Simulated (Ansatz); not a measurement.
Frontier orbitals of `CCB(Cl)CC`.

Charge 0, multiplicity 1. Geometry: relaxed with PBE0-D4/def2-TZVP. It is one conformer, not always the lowest. Basis def2-TZVPP, the Gaussian-basis code of Ansatz.

| functional | HOMO (eV) | LUMO (eV) | gap (eV) |
| --- | --- | --- | --- |
| PBE | -6.72 | -1.63 | 5.09 |
| PBE0 | -8.08 | -0.63 | 7.45 |
| r2SCANh | -7.51 | -0.92 | 6.59 |
| r2SCAN0 | -8.27 | -0.42 | 7.85 |
| HSE06 (plane-wave form) | -7.68 | -1.02 | 6.66 |
| ωB97X-V | -10.50 | 1.60 | 12.10 |
| ωB97M-V | -10.37 | 1.39 | 11.76 |

Against PBE, PBE0 changes HOMO and LUMO by −1.36 and +0.99 eV, ωB97M-V by −3.65 and +3.02 eV. A gap of 5.09 eV thus becomes 11.76 eV for the same molecule, so an orbital gap means little without its functional. A positive LUMO is unbound and depends on the basis.
